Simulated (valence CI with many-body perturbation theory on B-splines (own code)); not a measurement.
# Forbidden lines of Tm45+

Computed by relativistic CI+MBPT: six valence electrons over a frozen Dirac-Fock core [Ar], a basis of 7 s, 7 p, 8 d, 6 f, 4 g, 1 h functions for each j, with the one-electron correlation potential Σ1, the two-electron term Σ2, the three-electron term Σ3, Breit, model QED; selected CI, second order for the rest, scaled by the run's own slope (own B-spline code, finite nucleus).

No measured spectrum was set against this ion. As an estimate, large intervals hold to a few tenths of a per cent, small ones and those within an open d or f shell to about a per cent. Core correlation moves these levels by up to 12000 cm⁻¹, and in measured spectra 5 to 20 % of such shifts remained as error; rates that hang on mixing are uncertain with them. Among the levels kept, up to 1000 cm⁻¹ of a level comes from second order outside the variational space, and about a tenth of that is noise between levels of different J, which matters for small intervals. Only levels of the ground parity were solved; by the run's estimate the other parity begins above the list, which can be wrong where configurations are misplaced.

Lines 1 to 50 of 115 in falling wavelength, among levels below 216.20 eV, chosen from the decays that carry over 1 % of a level's rate. Wavelengths and rates use the calculated energies. Electric multipoles are in the length gauge with retardation, E1 and E2 with the static RPA response of the core. M1 uses the relativistic operator with retardation. S is in atomic units (e²a₀⁴ for E2 and M2, e²a₀⁶ for E3), for M1 in squared Bohr magnetons. Weak lines are less certain than strong ones. Lines between different terms over intervals too small for the method are left out, as are lines whose strength nearly cancels. The highest levels of a list are the least certain.

Levels are named by their leading jj configuration (3d3/2^4 stands for four electrons in 3d with j = 3/2), which in mixed levels can hold well under half, so a name can repeat and another be missing. Letters in brackets count levels of one name in rising energy.

```
λ vac (Å)                      Upper                      Lower  Type   A (s⁻¹)  S (a.u.)
     1810      (3d3/2^4 3d5/2^2) J=2      (3d3/2^4 3d5/2^2) J=4    E2  1.44e-02  1.25e-03
     1028  (3d3/2^3 3d5/2^3) J=4 [b]  (3d3/2^3 3d5/2^3) J=3 [b]    M1  2.44e+03  8.83e-01
     1013  (3d3/2^3 3d5/2^3) J=2 [b]  (3d3/2^3 3d5/2^3) J=3 [b]    M1  6.12e+03  1.18e+00
    919.2  (3d3/2^3 3d5/2^3) J=2 [b]  (3d3/2^3 3d5/2^3) J=2 [a]    M1  2.08e+03  2.99e-01
    813.4      (3d3/2^4 3d5/2^2) J=0      (3d3/2^4 3d5/2^2) J=2    E2  2.68e+00  8.51e-04
    766.8  (3d3/2^3 3d5/2^3) J=3 [c]  (3d3/2^3 3d5/2^3) J=2 [a]    M1  5.71e+03  6.68e-01
    761.6  (3d3/2^3 3d5/2^3) J=3 [b]  (3d3/2^3 3d5/2^3) J=3 [a]    M1  1.16e+04  1.33e+00
    644.4  (3d3/2^3 3d5/2^3) J=4 [b]      (3d3/2^3 3d5/2^3) J=5    M1  5.92e+03  5.29e-01
    599.7  (3d3/2^2 3d5/2^4) J=2 [d]  (3d3/2^2 3d5/2^4) J=2 [c]    M1  1.31e+04  5.25e-01
    591.7      (3d3/2^3 3d5/2^3) J=0  (3d3/2^3 3d5/2^3) J=1 [a]    M1  5.18e+04  3.97e-01
    541.8  (3d3/2^2 3d5/2^4) J=0 [a]  (3d3/2^3 3d5/2^3) J=1 [b]    M1  3.23e+04  1.91e-01
    512.5  (3d3/2^3 3d5/2^3) J=2 [b]  (3d3/2^3 3d5/2^3) J=1 [a]    M1  5.48e+03  1.37e-01
    502.5  (3d3/2^3 3d5/2^3) J=1 [b]  (3d3/2^3 3d5/2^3) J=1 [a]    M1  2.67e+04  3.77e-01
    485.7  (3d3/2^3 3d5/2^3) J=1 [a]      (3d3/2^4 3d5/2^2) J=0    M1  1.06e+05  1.35e+00
    481.5  (3d3/2^2 3d5/2^4) J=4 [c]      (3d3/2^2 3d5/2^4) J=5    M1  1.28e+04  4.76e-01
    469.2  (3d3/2^3 3d5/2^3) J=4 [b]  (3d3/2^3 3d5/2^3) J=4 [a]    M1  1.54e+04  5.32e-01
    434.7  (3d3/2^3 3d5/2^3) J=2 [b]  (3d3/2^3 3d5/2^3) J=3 [a]    M1  5.35e+04  8.15e-01
    421.8  (3d3/2^2 3d5/2^4) J=3 [a]  (3d3/2^3 3d5/2^3) J=2 [b]    M1  4.16e+04  8.11e-01
    420.6  (3d3/2^2 3d5/2^4) J=4 [c]  (3d3/2^2 3d5/2^4) J=4 [a]    M1  1.72e+04  4.28e-01
    412.3      (3d3/2^2 3d5/2^4) J=5  (3d3/2^3 3d5/2^3) J=4 [b]    M1  1.05e+05  3.00e+00
    379.7  (3d3/2^2 3d5/2^4) J=2 [a]  (3d3/2^3 3d5/2^3) J=3 [b]    M1  3.00e+04  3.04e-01
    346.8  (3d3/2^2 3d5/2^4) J=3 [b]  (3d3/2^3 3d5/2^3) J=2 [b]    M1  4.28e+04  4.63e-01
    345.1  (3d3/2^2 3d5/2^4) J=3 [b]  (3d3/2^3 3d5/2^3) J=4 [b]    M1  2.24e+05  2.39e+00
    340.3  (3d3/2^3 3d5/2^3) J=3 [a]      (3d3/2^4 3d5/2^2) J=2    M1  2.53e+05  2.59e+00
    328.6  (3d3/2^2 3d5/2^4) J=4 [b]  (3d3/2^3 3d5/2^3) J=3 [c]    M1  4.58e+04  5.42e-01
    324.2      (3d3/2^2 3d5/2^4) J=1  (3d3/2^3 3d5/2^3) J=1 [b]    M1  2.53e+05  9.61e-01
    323.7        (3d3/2 3d5/2^5) J=3  (3d3/2^2 3d5/2^4) J=4 [c]    M1  2.47e+05  2.18e+00
    322.8  (3d3/2^2 3d5/2^4) J=4 [a]  (3d3/2^3 3d5/2^3) J=3 [b]    M1  6.07e+04  6.81e-01
    320.2      (3d3/2^2 3d5/2^4) J=1  (3d3/2^3 3d5/2^3) J=2 [b]    M1  2.06e+05  7.53e-01
    306.8        (3d3/2 3d5/2^5) J=2  (3d3/2^2 3d5/2^4) J=2 [c]    M1  1.22e+05  6.51e-01
    305.4  (3d3/2^2 3d5/2^4) J=4 [b]  (3d3/2^3 3d5/2^3) J=4 [b]    M1  1.09e+04  1.04e-01
    304.1  (3d3/2^3 3d5/2^3) J=1 [a]      (3d3/2^4 3d5/2^2) J=2    M1  1.11e+06  3.49e+00
    303.0  (3d3/2^2 3d5/2^4) J=2 [b]  (3d3/2^3 3d5/2^3) J=1 [b]    M1  2.46e+04  1.27e-01
    299.5  (3d3/2^2 3d5/2^4) J=2 [b]  (3d3/2^3 3d5/2^3) J=2 [b]    M1  5.98e+04  2.98e-01
    297.8  (3d3/2^2 3d5/2^4) J=3 [a]  (3d3/2^3 3d5/2^3) J=3 [b]    M1  7.66e+04  5.25e-01
    295.5      (3d3/2^2 3d5/2^4) J=1      (3d3/2^3 3d5/2^3) J=0    M1  3.18e+05  9.13e-01
    293.5        (3d3/2 3d5/2^5) J=3  (3d3/2^2 3d5/2^4) J=2 [c]    M1  4.18e+05  2.74e+00
    289.1  (3d3/2^2 3d5/2^4) J=3 [a]  (3d3/2^3 3d5/2^3) J=2 [a]    M1  2.66e+05  1.67e+00
    288.5  (3d3/2^2 3d5/2^4) J=2 [d]  (3d3/2^2 3d5/2^4) J=3 [a]    M1  1.72e+04  7.64e-02
    286.4  (3d3/2^3 3d5/2^3) J=3 [a]      (3d3/2^4 3d5/2^2) J=4    M1  8.85e+05  5.40e+00
    278.0  (3d3/2^2 3d5/2^4) J=2 [a]  (3d3/2^3 3d5/2^3) J=1 [a]    M1  5.66e+05  2.25e+00
    274.3  (3d3/2^3 3d5/2^3) J=4 [a]      (3d3/2^4 3d5/2^2) J=4    M1  1.06e+06  7.30e+00
    272.0  (3d3/2^2 3d5/2^4) J=4 [a]      (3d3/2^3 3d5/2^3) J=5    M1  3.33e+05  2.24e+00
    260.7  (3d3/2^2 3d5/2^4) J=0 [a]  (3d3/2^3 3d5/2^3) J=1 [a]    M1  2.86e+06  1.88e+00
    258.4  (3d3/2^2 3d5/2^4) J=3 [b]  (3d3/2^3 3d5/2^3) J=3 [b]    M1  5.62e+05  2.51e+00
    254.9  (3d3/2^2 3d5/2^4) J=0 [b]      (3d3/2^2 3d5/2^4) J=1    M1  1.53e+05  9.41e-02
    253.4  (3d3/2^2 3d5/2^4) J=2 [a]  (3d3/2^3 3d5/2^3) J=3 [a]    M1  1.98e+06  5.97e+00
    252.9  (3d3/2^2 3d5/2^4) J=2 [c]  (3d3/2^3 3d5/2^3) J=3 [c]    M1  5.77e+05  1.73e+00
    251.8  (3d3/2^2 3d5/2^4) J=3 [b]  (3d3/2^3 3d5/2^3) J=2 [a]    M1  3.40e+05  1.41e+00
    251.4      (3d3/2^2 3d5/2^4) J=5      (3d3/2^3 3d5/2^3) J=6    M1  6.82e+05  4.42e+00
```
